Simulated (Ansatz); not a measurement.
## Worked example: C3H4BF + NO → C3H4B + NOF

Species: C3H4BF `C#CB(C)F`, singlet; NO (nitric oxide), doublet; C3H4B `C#C[B]C`, doublet; NOF (nitrosyl fluoride) `O=NF`, singlet. A radical takes F: the energy is the difference in strength between the B–F bond broken and the N–F bond made.

Shapes, held fixed at every level: PBE0-D4/def2-TZVP. Programs: Ansatz 0.2.0. The zero-point and thermal change to 298 K, harmonic and unscaled (PBE0-D4/def2-TZVP), is -7.9 kJ/mol.

At B2PLYP/def2-TZVPP; 1 Eh = 2625.50 kJ/mol:

```
species  energy (Eh)
 C3H4BF  -241.345127
     NO  -129.865342
  C3H4B  -141.364361
    NOF  -229.681238
```

Problem. Work out ΔH(298 K) of the reaction at this level.

Solution. 
1. Products less reactants: (-141.364361) + (-229.681238) − [(-241.345127) + (-129.865342)] = 0.164870 Eh = +432.9 kJ/mol.
2. With the thermal change: +432.9 + (-7.9) = +425.0 kJ/mol.

Other levels give +357.5 (PBE-D4/def2-TZVPP) to +527.2 kJ/mol (HF/def2-SVP). No measured value is set beside it here. Spin contamination: C3H4B (⟨S²⟩ up to 0.91). Open shells run unrestricted.
